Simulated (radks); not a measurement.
Species: C4+. Configuration: 1s1 2p1 (not the ground configuration). Method: non-relativistic Kohn-Sham, r2SCAN, spin-unpolarised, spherical densities, point nucleus; meta-GGA in the generalised Kohn-Sham scheme; computed with a radial shooting solver on a logarithmic mesh with Libxc functionals.

Normalised radial functions P(r) = r R(r), r in bohr:

| r | 1s |
|---|---|
| 0.01639 | 0.4303 |
| 0.01986 | 0.5106 |
| 0.02406 | 0.6033 |
| 0.02916 | 0.7090 |
| 0.03533 | 0.8278 |
| 0.0428 | 0.9591 |
| 0.05186 | 1.1006 |
| 0.06284 | 1.2487 |
| 0.07614 | 1.3971 |
| 0.09226 | 1.5372 |
| 0.1118 | 1.6574 |
| 0.1355 | 1.7438 |
| 0.1641 | 1.7815 |
| 0.1989 | 1.7563 |
| 0.241 | 1.6589 |
| 0.292 | 1.4883 |
| 0.3538 | 1.2549 |
| 0.4286 | 0.9813 |
| 0.5194 | 0.7010 |
| 0.6293 | 0.4496 |
| 0.7625 | 0.2535 |
| 0.9239 | 0.1228 |
| 1.119 | 0.0495 |
| 1.356 | 0.0160 |
| 1.644 | 0.0039 |
| 1.991 | 0.0007 |
| 2.413 | 0.0001 |
| 2.924 | 0.0000 |
| 3.543 | 0.0000 |

1s: eigenvalue -410.76 eV, 0 radial nodes, <r> = 0.256 bohr, 90 % of the charge inside 0.455 bohr.
